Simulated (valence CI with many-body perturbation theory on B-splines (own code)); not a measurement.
## Energy levels of Yb⁶⁵⁺

Method: valence CI with perturbative core correlation (CI+MBPT): three valence electrons over a frozen Dirac-Fock core [He], a basis of 11 s, 11 p, 9 d, 7 f, 5 g, 2 h, 1 i functions for each j, with the one-electron correlation potential Σ1 (screened to all orders), the two-electron term Σ2, the three-electron term Σ3, Breit, model QED; selected single and double excitations, second order for the rest (own B-spline code, finite nucleus).

The last digits are not significant, and no measured levels were compared; by estimate large intervals hold to a few tenths of a per cent, small ones and those within an open d or f shell to about a per cent.

Levels 46 to 90 of 102, with energies above the lowest level, (2s^2 2p1/2) J=1/2. "Leading %" is the weight of the configuration and term that name the level; weights of strongly mixed levels are sums over their largest components and can fall short. In the jj column 3d3/2^4 stands for four electrons in 3d with j = 3/2. Lifetimes count E1, E2, E3, M1 and M2 decay at the calculated energies, and are blank where another channel may lead or the interval is too uncertain; long ones can be off by a factor of two.

```csv
No.,Configuration,Term,J,E (eV),Leading %,Second component,Lifetime,g,Leading jj
46,2s.2p.3p,4P,3/2,10734,46,26 % 2s.2p.3p 4S,7.34 fs,1.624,2s 2p3/2 3p1/2 (100 %)
47,2s.2p.3s,2P°,1/2,10736,90,10 % 2s.2p.3s 4P°,3.44 fs,0.824,2s 2p3/2 3s (100 %)
48,2s.2p.3p,2D,5/2,10736,44,37 % 2s.2p.3p 4D,2.87 fs,1.307,2s 2p3/2 3p1/2 (100 %)
49,2s.2p.3s,2P°,3/2,10742,82,17 % 2s.2p.3s 4P°,7.02 fs,1.376,2s 2p3/2 3s (99 %)
50,2s.2p.3p,2P,1/2,10818,48,22 % 2s.2p.3p 2S,2.90 fs,1.254,2s 2p3/2 3p1/2 (99 %)
51,2s.2p.3p,2D,3/2,10819,61,20 % 2s.2p.3p 2P,4.30 fs,0.967,2s 2p3/2 3p1/2 (99 %)
52,2p2.3s,4P,3/2,10908,86,12 % 2p2.3s 2P,8.10 fs,1.647,2p1/2 2p3/2 3s (98 %)
53,2p2.3s,2P,1/2,10918,65,32 % 2p2.3s 4P,4.05 fs,1.293,2p1/2 2p3/2 3s (97 %)
54,2p2.3s,2D,5/2,10926,64,34 % 2p2.3s 4P,7.37 fs,1.309,2p1/2 2p3/2 3s (98 %)
55,2p2.3s,2D,3/2,10934,64,32 % 2p2.3s 2P,4.27 fs,0.963,2p1/2 2p3/2 3s (99 %)
56,2p2.3p,4P°,1/2,10969,49,28 % 2p2.3p 4D°,1.51 fs,1.733,2p1/2 2p3/2 3p1/2 (99 %)
57,2p2.3p,4D°,3/2,10975,55,22 % 2p2.3p 2D°,1.49 fs,1.128,2p1/2 2p3/2 3p1/2 (99 %)
58,2p2.3p,2F°,5/2,10988,49,30 % 2p2.3p 2D°,1.49 fs,1.045,2p1/2 2p3/2 3p1/2 (99 %)
59,2p2.3p,2P°,3/2,11031,43,25 % 2p2.3p 2D°,1.82 fs,1.306,2p1/2 2p3/2 3p1/2 (99 %)
60,2s.2p.3p,4D,7/2,11049,100,,322 fs,1.403,2s 2p3/2 3p3/2 (100 %)
61,2s.2p.3p,2P,3/2,11061,54,32 % 2s.2p.3p 4S,3.28 fs,1.479,2s 2p3/2 3p3/2 (98 %)
62,2s.2p.3p,4P,5/2,11079,52,43 % 2s.2p.3p 2D,3.51 fs,1.389,2s 2p3/2 3p3/2 (99 %)
63,2s.2p.3p,2S,1/2,11084,48,38 % 2s.2p.3p 2P,1.87 fs,1.369,2s 2p3/2 3p3/2 (98 %)
64,2s.2p.3d,4D°,5/2,11118,45,21 % 2s.2p.3d 4F°,780 as,1.219,2s 2p3/2 3d3/2 (99 %)
65,2s.2p.3d,4D°,3/2,11123,42,40 % 2s.2p.3d 4P°,723 as,1.319,2s 2p3/2 3d3/2 (99 %)
66,2s.2p.3d,4F°,7/2,11125,46,37 % 2s.2p.3d 2F°,823 as,1.207,2s 2p3/2 3d3/2 (96 %)
67,2s.2p.3d,4P°,1/2,11128,83,15 % 2s.2p.3d 4D°,821 as,2.175,2s 2p3/2 3d3/2 (99 %)
68,2s.2p.3p,2D,5/2,11142,73,15 % 2s.2p.3p 4D,4.25 fs,1.252,2s 2p3/2 3p3/2 (99 %)
69,2s.2p.3p,2P,3/2,11160,58,29 % 2s.2p.3p 2D,4.61 fs,1.220,2s 2p3/2 3p3/2 (99 %)
70,2s.2p.3p,2S,1/2,11163,60,20 % 2s.2p.3p 2P,66.2 fs,1.722,2s 2p3/2 3p3/2 (100 %)
71,2s.2p.3d,4F°,9/2,11190,100,,8.41 ps,1.311,2s 2p3/2 3d5/2 (100 %)
72,2s.2p.3d,2D°,3/2,11196,60,22 % 2s.2p.3d 4P°,877 as,0.951,2s 2p3/2 3d3/2 (75 %)
73,2s.2p.3d,2F°,5/2,11207,63,25 % 2s.2p.3d 2D°,925 as,0.946,2s 2p3/2 3d3/2 (92 %)
74,2s.2p.3d,4P°,5/2,11215,34,29 % 2s.2p.3d 2D°,778 as,1.287,2s 2p3/2 3d5/2 (92 %)
75,2s.2p.3d,2P°,1/2,11215,68,26 % 2s.2p.3d 4D°,640 as,0.603,2s 2p3/2 3d3/2 (94 %)
76,2s.2p.3d,2F°,7/2,11222,48,47 % 2s.2p.3d 4D°,566 as,1.261,2s 2p3/2 3d5/2 (96 %)
77,2s.2p.3d,2P°,3/2,11235,46,44 % 2s.2p.3d 2D°,739 as,1.113,2s 2p3/2 3d5/2 (74 %)
78,2s.2p.3d,2P°,1/2,11246,89,5 % 2s.2p.3d 4P°,809 as,0.758,2s 2p3/2 3d5/2 (92 %)
79,2s.2p.3d,2F°,7/2,11285,68,13 % 2s.2p.3d 4D°,2.23 fs,1.177,2s 2p3/2 3d5/2 (94 %)
80,2s.2p.3d,2D°,5/2,11301,48,14 % 2p2.3p 4D°,678 as,1.197,2s 2p3/2 3d5/2 (76 %)
81,2s.2p.3d,2P°,3/2,11306,70,8 % 2s.2p.3d 4D°,801 as,1.268,2s 2p3/2 3d5/2 (96 %)
82,2p2.3p,4D°,5/2,11310,38,30 % 2p2.3p 4P°,1.41 fs,1.353,2p1/2 2p3/2 3p3/2 (79 %)
83,2p2.3p,2P°,1/2,11314,36,30 % 2p2.3p 4P°,2.59 fs,1.563,2p1/2 2p3/2 3p3/2 (98 %)
84,2p2.3p,2D°,3/2,11320,50,20 % 2p2.3p 4P°,2.45 fs,1.125,2p1/2 2p3/2 3p3/2 (95 %)
85,2p2.3p,2F°,7/2,11328,60,33 % 2p2.3p 4D°,3.05 fs,1.213,2p1/2 2p3/2 3p3/2 (93 %)
86,2p2.3p,4S°,3/2,11342,32,31 % 2p2.3p 2P°,2.63 fs,1.408,2p1/2 2p3/2 3p3/2 (100 %)
87,2p2.3p,2D°,5/2,11354,64,15 % 2p2.3p 2F°,2.44 fs,1.170,2p1/2 2p3/2 3p3/2 (97 %)
88,2p2.3d,4F,3/2,11364,43,26 % 2p2.3d 2P,2.38 fs,0.920,2p1/2 2p3/2 3d3/2 (100 %)
89,2p2.3d,4F,5/2,11365,53,39 % 2p2.3d 2F,6.19 fs,0.955,2p1/2 2p3/2 3d3/2 (99 %)
90,2p2.3d,4D,1/2,11370,79,15 % 2p2.3d 2P,4.43 fs,0.243,2p1/2 2p3/2 3d3/2 (100 %)
```
